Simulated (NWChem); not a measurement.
System: CH₆OTi; SMILES C[O][TiH3]

Input file for NWChem:

```
start job
memory heap 200 mb stack 900 mb global 1100 mb
geometry units angstroms noautosym nocenter noautoz
  Ti     0.000073     0.000067    -0.984109
  O      0.000186     0.000358     0.732734
  C     -0.000023     0.000007     2.122853
  H      0.994865    -0.282864     2.502400
  H     -0.252659     1.002948     2.502537
  H     -0.742444    -0.720347     2.502030
  H     -1.557492     0.464135    -1.478526
  H      0.376758    -1.580993    -1.478223
  H      1.180805     1.116690    -1.478897
end
basis spherical
  * library 6-31g*
end
dft
  xc b3lyp
  iterations 150
end
tddft
  cis
  nroots 8
  notriplet
end
task tddft energy
```

Parts of the log:

```
             Northwest Computational Chemistry Package (NWChem) 7.3.0
             --------------------------------------------------------

                             Geometry "geometry" -> ""
                             -------------------------

 Output coordinates in angstroms (scale by  1.889725989 to convert to a.u.)

  No.       Tag          Charge          X              Y              Z
 ---- ---------------- ---------- -------------- -------------- --------------
    1 Ti                  22.0000     0.00007300     0.00006700    -0.98410900
    2 O                    8.0000     0.00018600     0.00035800     0.73273400
    3 C                    6.0000    -0.00002300     0.00000700     2.12285300
    4 H                    1.0000     0.99486500    -0.28286400     2.50240000
    5 H                    1.0000    -0.25265900     1.00294800     2.50253700
    6 H                    1.0000    -0.74244400    -0.72034700     2.50203000
    7 H                    1.0000    -1.55749200     0.46413500    -1.47852600
    8 H                    1.0000     0.37675800    -1.58099300    -1.47822300
    9 H                    1.0000     1.18080500     1.11669000    -1.47889700

 Effective nuclear repulsion energy (a.u.)     149.5784827835

                                 NWChem DFT Module
                                 -----------------

 Summary of "ao basis" -> "ao basis" (spherical)
 ------------------------------------------------------------------------------
       Tag                 Description            Shells   Functions and Types
 ---------------- ------------------------------  ------  ---------------------
 Ti                          6-31g*                 12       34   5s4p2d1f
 O                           6-31g*                  6       14   3s2p1d
 C                           6-31g*                  6       14   3s2p1d
 H                           6-31g*                  2        2   2s

            General Information
            -------------------
          SCF calculation type: DFT
          Wavefunction type:  closed shell.
          No. of atoms     :     9
          No. of electrons :    42
           Alpha electrons :    21
            Beta electrons :    21
          Charge           :     0
          Spin multiplicity:     1
          Use of symmetry is: off; symmetry adaption is: off
          Maximum number of iterations: 150
          AO basis - number of functions:    74
                     number of shells:    36
          Convergence on energy requested:  1.00D-06
          Convergence on density requested:  1.00D-05
          Convergence on gradient requested:  5.00D-04

              XC Information
              --------------
                         B3LYP Method XC Potential
                     Hartree-Fock (Exact) Exchange  0.200
                        Slater Exchange Functional  0.800 local
                    Becke 1988 Exchange Functional  0.720 non-local
              Lee-Yang-Parr Correlation Functional  0.810
                  VWN I RPA Correlation Functional  0.190 local

             Grid Information
             ----------------
          Grid used for XC integration:  medium
          Radial quadrature: Mura-Knowles
          Angular quadrature: Lebedev.
          Tag              B.-S. Rad. Rad. Pts. Rad. Cut. Ang. Pts.
          ---              ---------- --------- --------- ---------
          Ti                  1.40      112          10.0       590
          O                   0.60       49           8.0       434
          C                   0.70       49          11.0       434
          H                   0.35       45          12.0       434
          Grid pruning is: on
          Number of quadrature shells:   480
          Spatial weights used:  Erf1

      Superposition of Atomic Density Guess
      -------------------------------------

 Sum of atomic energies:        -963.70521120

      Non-variational initial energy
      ------------------------------

 Total energy =    -964.327178
 1-e energy   =   -1616.274870
 2-e energy   =     502.369209
 HOMO         =      -0.310773
 LUMO         =       0.023323

[...]

                                NWChem TDDFT Module
                                -------------------

            General Information
            -------------------
           No. of orbitals :     148
            Alpha orbitals :      74
             Beta orbitals :      74
        Alpha frozen cores :       0
         Beta frozen cores :       0
     Alpha frozen virtuals :       0
      Beta frozen virtuals :       0
         Spin multiplicity :       1
    Number of AO functions :      74
        Use of symmetry is : off
      Symmetry adaption is : off
         Schwarz screening :  0.10D-07

              XC Information
              --------------
                  B3LYP Method XC Potential
              Hartree-Fock (Exact) Exchange   0.20
                 Slater Exchange Functional   0.80 local
             Becke 1988 Exchange Functional   0.72 non-local
       Lee-Yang-Parr Correlation Functional   0.81
           VWN I RPA Correlation Functional   0.19 local

             TDDFT Information
             -----------------
          Calculation type : Tamm-Dancoff TDDFT
         Wavefunction type : Restricted singlets
          No. of electrons :      42
           Alpha electrons :      21
            Beta electrons :      21
              No. of roots :       8
          Max subspacesize :    5600
            Max iterations :     100
               Target root :       1
           Target symmetry : none
      Symmetry restriction : off
                 Algorithm : Optimal
        Davidson threshold :  0.10D-03

    8 smallest eigenvalue differences (eV)
--------------------------------------------------------
  No. Spin  Occ  Vir  Irrep   E(Occ)    E(Vir)   E(Diff)
--------------------------------------------------------
    1    1   21   22 a        -0.294    -0.085     5.692
    2    1   20   22 a        -0.294    -0.085     5.692
    3    1   21   23 a        -0.294    -0.085     5.692
    4    1   20   23 a        -0.294    -0.085     5.692
    5    1   21   24 a        -0.294    -0.068     6.143
    6    1   20   24 a        -0.294    -0.068     6.143
    7    1   19   22 a        -0.318    -0.085     6.353
    8    1   19   23 a        -0.318    -0.085     6.353
--------------------------------------------------------

  Entering Davidson iterations
  Restricted singlet excited states

  Iter   NTrls   NConv    DeltaV     DeltaE      Time
  ----  ------  ------  ---------  ---------  ---------
    1      8       0     0.18E+00   0.10+100        9.2
    2     16       0     0.47E-01   0.26E-01        9.3
    3     24       0     0.21E-01   0.14E-02        9.2
    4     32       0     0.75E-02   0.43E-03        9.3
    5     40       1     0.29E-02   0.76E-04        9.3
    6     47       5     0.82E-03   0.91E-05        8.8
    7     50       7     0.23E-03   0.67E-06        6.8
    8     51       8     0.55E-04   0.51E-07        5.7
  ----  ------  ------  ---------  ---------  ---------
  Convergence criterion met

  Ground state a        -966.317856391742 a.u.

  ----------------------------------------------------------------------------
  Root   1 singlet a              0.134066984 a.u.                3.6481 eV
  ----------------------------------------------------------------------------
     Transition Moments    X -0.00009   Y  0.00004   Z  0.00002
     Dipole Oscillator Strength                    0.0000000010
     Electric Quadrupole                           0.0000000000
     Magnetic Dipole                               0.0000067318
     Total Oscillator Strength                     0.0000067328

     Occ.   17  a   ---  Virt.   23  a       -0.09069
     Occ.   18  a   ---  Virt.   22  a        0.09079
     Occ.   20  a   ---  Virt.   22  a        0.69499
     Occ.   20  a   ---  Virt.   23  a       -0.06690
     Occ.   20  a   ---  Virt.   26  a       -0.06229
     Occ.   21  a   ---  Virt.   22  a        0.06720
     Occ.   21  a   ---  Virt.   23  a        0.69421
     Occ.   21  a   ---  Virt.   25  a        0.06221
  ----------------------------------------------------------------------------
  Root   2 singlet a              0.140060618 a.u.                3.8112 eV
  ----------------------------------------------------------------------------
     Transition Moments    X  0.07300   Y -0.10229   Z  0.00005
     Dipole Oscillator Strength                    0.0014744825
     Electric Quadrupole                           0.0000000251
     Magnetic Dipole                               0.0000016580
     Total Oscillator Strength                     0.0014761657

     Occ.   17  a   ---  Virt.   23  a       -0.06704
     Occ.   18  a   ---  Virt.   22  a       -0.06691
     Occ.   19  a   ---  Virt.   25  a        0.05649
     Occ.   20  a   ---  Virt.   22  a       -0.54591
     Occ.   20  a   ---  Virt.   23  a       -0.42523
     Occ.   20  a   ---  Virt.   24  a       -0.06853
     Occ.   20  a   ---  Virt.   25  a       -0.05793
     Occ.   20  a   ---  Virt.   26  a        0.06941
     Occ.   21  a   ---  Virt.   22  a       -0.42535
     Occ.   21  a   ---  Virt.   23  a        0.54674
     Occ.   21  a   ---  Virt.   25  a        0.06953
     Occ.   21  a   ---  Virt.   26  a        0.05800
  ----------------------------------------------------------------------------
  Root   3 singlet a              0.140063485 a.u.                3.8113 eV
  ----------------------------------------------------------------------------
     Transition Moments    X -0.10230   Y -0.07298   Z  0.00004
     Dipole Oscillator Strength                    0.0014744975
     Electric Quadrupole                           0.0000000251
     Magnetic Dipole                               0.0000016571
     Total Oscillator Strength                     0.0014761797

[...]
```

Level: B3LYP/6-31G* (spherical d), TDA. All runs use the structure optimised with PBE0/def2-SVP.
